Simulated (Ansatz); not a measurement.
`[AlH2]/[N]=C\[SeH]` + `C=N` → `C=[N][AlH2]` + `N=C[SeH]` at 600 K and 1 bar (ligand exchange at the Al–N bond).

Isolated molecules relaxed with PBE0-D4/def2-TZVP in Ansatz; ΔE leaves out vibrations. CBS: MP2 limit from def2 TZ/QZ plus the TZ coupled-cluster correction, frozen cores. This one scheme is used for every species. For Se outer-core shells are correlated without core-valence functions, which leaves a few kJ/mol of doubt a bond. Scalar relativity is left out up to krypton. One conformer a species, not always the lowest.

```
             species  CCSD(T)/CBS energy (Eh)  H − E (kJ/mol)  S (J/(mol·K))
`[AlH2]/[N]=C\[SeH]`              -2737.86550           164.9          420.9
               `C=N`                -94.52360           129.6          259.4
       `C=[N][AlH2]`               -337.15304           155.6          339.9
          `N=C[SeH]`              -2495.22891           137.4          332.7
```

H − E and S are ideal-gas, rigid-rotor, harmonic terms from PBE0-D4/def2-TZVP, for one conformer and one mirror image of each species. 1 Eh = 2625.50 kJ/mol, R = 8.31446 J/(mol·K).

By hand: ΔE, ΔH, ΔS and ΔG.

ΔE = (-337.15304) + (-2495.22891) − (-2737.86550) − (-94.52360) = 0.00715 Eh = 18.8 kJ/mol. Δ(H − E) = 155.6 + 137.4 − 164.9 − 129.6 = -1.5, so ΔH = 17.3 kJ/mol. ΔS = 339.9 + 332.7 − 420.9 − 259.4 = -7.7 J/(mol·K). ΔG = 17.3 − 600 × (-7.7)/1000 = 21.9 kJ/mol.

By hand: the equilibrium constant, and the temperature at which ΔG would vanish if ΔH and ΔS stayed fixed.

log₁₀ K = −ΔG/(RT ln 10) = -1.9. ΔH and −TΔS have one sign here, so there is no such temperature.

The number of gas molecules stays the same, so ΔS is small and ΔH decides. A doubt of 5 kJ/mol in ΔE shifts log₁₀ K by 0.4 here. Other conformers and mirror images would add mixing entropy, several J/(mol·K) or more a flexible species. These are equilibria of isolated gas molecules and say nothing of rates. Largest T1 diagnostic: 0.015 (customary marks: 0.02 for closed shells, 0.045 for open ones).

ΔS is within the doubt of such terms, so its sign, and with it that verdict, could turn.
